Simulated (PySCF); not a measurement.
**Calculated NMR parameters of C=CC(=O)[Si@@H](F)C(C)(C)C**

```
Formula                               : C7H13FOSi
SMILES                                : C=CC(=O)[Si@@H](F)C(C)(C)C
Point group of the computed structure : C1
Degrees of unsaturation               : 2
Carbon signals                        : 5
Proton signals                        : 5
```

Atom-mapped SMILES (the numbers label the heavy atoms): `[CH2:1]=[CH:2][C:3](=[O:4])[Si@@H:5]([F:6])[C:7]([CH3:8])([CH3:9])[CH3:10]`; H(Xn) means a hydrogen on atom n. Ha(C1) is cis to C3; Hb(C1) is trans to C3.

PySCF 2.14.0 with density-fitted response routines calculation with shieldings: GIAO PBE0/pcSseg-1 and coordinates at the GFN2-xTB level; a single conformation, equivalent nuclei averaged, gas phase, relativity neglected.

Chemical shifts δ = σref − σ; 1H, 13C, 29Si vs TMS; 19F vs CFCl3; 17O vs H2O, all at this level.

| carbon | δC, type | δH (multiplicity) | HMBC from (2–3 bonds) | span of the C tensor (ppm) |
| --- | --- | --- | --- | --- |
| C1 | 144.6, CH2 | Hb(C1) 6.99 (m); Ha(C1) 6.86 (m) | H(C2) | 255 |
| C2 | 150.6, CH | 6.52 (m) | Hb(C1), Ha(C1), H(Si5) | 199 |
| C3 | 235.9, C | – | Hb(C1), Ha(C1), H(C2), H(Si5) | 230 |
| C7 | 24.6, C | – | H(Si5), H(C8)/H(C9)/H(C10) | 11 |
| C8/C9/C10 | 26.4, CH3 | 1.15 (s) | H(Si5), H(C8)/H(C9)/H(C10) | 42 |

Other nuclei:
```json
{"atoms": "H(Si5)", "nucleus": "1H", "environment": "hydrogen on a silicon bonded to 2 C, F", "δ (ppm)": "5.28", "σ (ppm)": "26.44"}
{"atoms": "F6", "nucleus": "19F", "environment": "fluorine bonded to Si", "δ (ppm)": "-211.1", "σ (ppm)": "382.0"}
{"atoms": "Si5", "nucleus": "29Si", "environment": "silicon bonded to 2 C, F, H", "δ (ppm)": "-10.0", "σ (ppm)": "359.1"}
{"atoms": "O4", "nucleus": "17O", "environment": "carbonyl oxygen", "δ (ppm)": "843.1", "σ (ppm)": "-507.0"}
```

- Carbon types of the structure: 2 × C, 1 × CH, 1 × CH2, 3 × CH3, leaving 1 H on heteroatoms.
- δC 235.9: carbonyl carbon.
- δC 150.6: α carbon of a C=C–C=O unit; the olefinic region.
- δC 144.6: β carbon of a C=C–C=O unit; conjugation with the carbonyl draws π density from the β position.
- δC 26.4: methyl carbon; a saturated carbon with 1 carbon neighbour and no heteroatom attached.
- δH 6.99, 6.86: hydrogen on a β carbon of a C=C–C=O unit; attached to an sp2 carbon and in the plane of the double bond.

Splittings by 19F in the carbon and heteronuclear signals aren't shown, as no couplings were computed. Shifts are as computed. Against solution values, carbons near 30 ppm lie about +3 ppm off and those near 130 ppm about +5 ppm. Of 1211 compounds with measured shifts, 218 miss one by over three times the rms of a fit or turn the order of signals round; such compounds aren't used in these exercises. Unscaled 19F shifts against computed CFCl3 carry errors that often reach 10 to 50 ppm. Unscaled 17O shifts of doubly bonded oxygen tend to come out too high, by tens of ppm or more. Experimental scales use liquid or dissolved standards, which lie at an offset from isolated H2O (liquid H2O: subtract about 36 ppm). No couplings were computed; multiplicities are counted from neighbouring protons, with m where these are inequivalent, close in shift, in a saturated or five-membered ring or joined by F or P, and br s for small geminal =CH2 splittings.
